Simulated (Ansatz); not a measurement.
`[F][Ga]([F])[SH]` + HCl → `[F][Ga]([F])[Cl]` + H₂S at 700 K and 1 bar (ligand exchange at a Ga–S bond).

Calculated with Ansatz (gas phase, PBE0-D4/def2-TZVP geometries, no zero-point term in ΔE). CBS: MP2 limit from def2 TZ/QZ plus the TZ coupled-cluster correction, frozen cores. This one scheme is used for every species. For Ga outer-core shells are correlated without core-valence functions, which leaves a few kJ/mol of doubt a bond. Scalar relativity is left out up to krypton. Each species was taken in one conformer, which may not be the lowest.

```csv
species,CCSD(T)/CBS energy (Eh),H − E (kJ/mol),S (J/(mol·K))
`[F][Ga]([F])[SH]`,-2522.02273,89.9,404.2
HCl,-460.38127,38.4,211.8
`[F][Ga]([F])[Cl]`,-2583.43598,60.9,377.0
H₂S,-398.97279,64.8,236.9
```

H − E and S are ideal-gas, rigid-rotor, harmonic terms from PBE0-D4/def2-TZVP, for one conformer and one mirror image of each species. 1 Eh = 2625.50 kJ/mol, R = 8.31446 J/(mol·K).

Question: By hand: ΔE, ΔH, ΔS and ΔG.

Answer: ΔE = (-2583.43598) + (-398.97279) − (-2522.02273) − (-460.38127) = -0.00477 Eh = -12.5 kJ/mol. Δ(H − E) = 60.9 + 64.8 − 89.9 − 38.4 = -2.6, so ΔH = -15.1 kJ/mol. ΔS = 377.0 + 236.9 − 404.2 − 211.8 = -2.1 J/(mol·K). ΔG = -15.1 − 700 × (-2.1)/1000 = -13.6 kJ/mol.

Question: By hand: the equilibrium constant, and the temperature at which ΔG would vanish if ΔH and ΔS stayed fixed.

Answer: log₁₀ K = −ΔG/(RT ln 10) = 1.0. ΔG = 0 at ΔH/ΔS = 7190 K, far beyond where these terms or the molecules hold.

The number of gas molecules stays the same, so ΔS is small and ΔH decides. A doubt of 5 kJ/mol in ΔE shifts log₁₀ K by 0.4 here. Other conformers and mirror images would add mixing entropy, several J/(mol·K) or more a flexible species. These are equilibria of isolated gas molecules and say nothing of rates. Largest T1 diagnostic: 0.014 (customary marks: 0.02 for closed shells, 0.045 for open ones).
